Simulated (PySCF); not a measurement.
CH3FO2Si, SMILES O=CO[SiH2]F. Heavy atoms are numbered as in [O:1]=[CH:2][O:3][SiH2:4][F:5]. Hydrogens are named by the atom that carries them.

Geometry optimised at PBE0-D3(BJ)/def2-SVP. The structure was generated by enumeration, and PubChem lists no compound with its InChIKey, so it may never have been made. The values are those of a single conformer.

All values below come from PySCF with PBE/pcSseg-1.

GIAO shieldings, no solvent; atoms alike by connectivity are averaged. δ = σ(ref) − σ: ¹⁷O against H2O (σ = 334.3 ppm); ¹³C against TMS (σ = 182.0 ppm); ²⁹Si against TMS (σ = 335.4 ppm); ¹⁹F against CFCl3 (σ = 133.6 ppm); ¹H against TMS (σ = 31.49 ppm), references at their B3LYP-D3(BJ)/def2-TZVP geometries, non-relativistic.

Computed chemical shifts:
```json
[
 {"nucleus": "¹⁷O", "atoms": "O1", "count": "1", "δ (ppm)": "478.1"},
 {"nucleus": "¹⁷O", "atoms": "O3", "count": "1", "δ (ppm)": "252.7"},
 {"nucleus": "¹³C", "atoms": "C2 (CH)", "count": "1", "δ (ppm)": "165.1"},
 {"nucleus": "²⁹Si", "atoms": "Si4 (SiH2)", "count": "1", "δ (ppm)": "-6.6"},
 {"nucleus": "¹⁹F", "atoms": "F5", "count": "1", "δ (ppm)": "-217.2"},
 {"nucleus": "¹H", "atoms": "H on C2", "count": "1", "δ (ppm)": "8.09"},
 {"nucleus": "¹H", "atoms": "H on Si4", "count": "2", "δ (ppm)": "5.99"}
]
```
